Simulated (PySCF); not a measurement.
# Radial density of Co²⁶⁺ (cobalt, charge +26)

revPBE, 1s1, 2S determinant. All numbers are calculated (PySCF 2.14, the non-relativistic Hamiltonian (point nucleus), in an uncontracted even-tempered set (13 s from 28 bohr⁻², ratio 2.5; 6 p from 43 bohr⁻², ratio 2.7; 3 d from 130 bohr⁻², ratio 2.7; 3 f from 190 bohr⁻², ratio 2.7)).

| r (bohr) | 4πr²ρ (e/bohr) | 4πr²(ρα − ρβ) |
| --- | --- | --- |
| 0.000992 | 0.07356 | 0.0736 |
| 0.00167 | 0.2006 | 0.2006 |
| 0.00281 | 0.5338 | 0.5338 |
| 0.00472 | 1.362 | 1.3617 |
| 0.00794 | 3.237 | 3.2366 |
| 0.0134 | 6.832 | 6.8322 |
| 0.0225 | 11.81 | 11.8108 |
| 0.0378 | 14.60 | 14.5969 |
| 0.0636 | 10.27 | 10.2691 |
| 0.107 | 2.805 | 2.8054 |
| 0.180 | 0.1594 | 0.1594 |
| 0.302 | 0.0005271 | 0.0005 |

For one electron the Hartree and exchange-correlation energies should cancel; what remains is the self-interaction error.
